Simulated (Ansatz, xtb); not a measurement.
Process, species as SMILES: CC(=O)[O][GeH2-] → [CH2-]C(=O)[O][GeH3]
Each molecule is optimised on its own at B3LYP-D3(BJ)/def2-TZVP (Ansatz, a first-principles code), one conformer each, not searched for the lowest.

Wanted: isomerisation energy (electronic energy difference), in kJ/mol. Correlated levels leave the core frozen unless marked. Spin-orbit coupling is left out. The frozen core is the preceding noble-gas configuration, with the filled d and f shells of earlier blocks. Non-relativistic. Anions need diffuse functions: aug- sets have them; def2-D sets add few; the other sets have none. CBS marks a two-point X^-3 extrapolation of the correlation energy; Hartree-Fock from the larger set.

```json
[
 {"level": "GFN1-xTB", "program": "xtb", "isomerisation energy (kJ/mol)": "70.9", "minus last row": "19.4"},
 {"level": "HF/6-31G", "program": "Ansatz", "isomerisation energy (kJ/mol)": "117.0", "minus last row": "65.5"},
 {"level": "PBE-D3(BJ)/def2-TZVPD", "program": "Ansatz + dftd3", "isomerisation energy (kJ/mol)": "69.6", "minus last row": "18.1"},
 {"level": "PBE0/def2-TZVPD", "program": "Ansatz", "isomerisation energy (kJ/mol)": "65.1", "minus last row": "13.6"},
 {"level": "wB97X-V/def2-TZVPD", "program": "Ansatz", "isomerisation energy (kJ/mol)": "62.7", "minus last row": "11.2"},
 {"level": "B2GP-PLYP/def2-TZVPD", "program": "Ansatz", "isomerisation energy (kJ/mol)": "62.0", "minus last row": "10.5"},
 {"level": "B2PLYP-D3(BJ)/def2-TZVPD", "program": "Ansatz + dftd3", "isomerisation energy (kJ/mol)": "66.6", "minus last row": "15.1"},
 {"level": "B2PLYP/def2-TZVPD", "program": "Ansatz", "isomerisation energy (kJ/mol)": "66.7", "minus last row": "15.2"},
 {"level": "MP2/STO-3G", "program": "Ansatz", "isomerisation energy (kJ/mol)": "9.9", "minus last row": "-41.6"},
 {"level": "SCS-MP2/cc-pVTZ", "program": "Ansatz", "isomerisation energy (kJ/mol)": "55.2", "minus last row": "3.7"},
 {"level": "CCSD/aug-cc-pVTZ", "program": "Ansatz", "isomerisation energy (kJ/mol)": "62.7", "minus last row": "11.2"},
 {"level": "CCSD/aug-cc-pVQZ", "program": "Ansatz", "isomerisation energy (kJ/mol)": "59.0", "minus last row": "7.5"},
 {"level": "CCSD(T)/aug-cc-pVQZ", "program": "Ansatz", "isomerisation energy (kJ/mol)": "53.9", "minus last row": "2.4"},
 {"level": "CCSD(T)/cc-pVQZ", "program": "Ansatz", "isomerisation energy (kJ/mol)": "56.5", "minus last row": "5.0"},
 {"level": "CCSD(T)/CBS(aug-cc-pVTZ,aug-cc-pVQZ)", "program": "Ansatz", "isomerisation energy (kJ/mol)": "51.5", "minus last row": "0.0"}
]
```
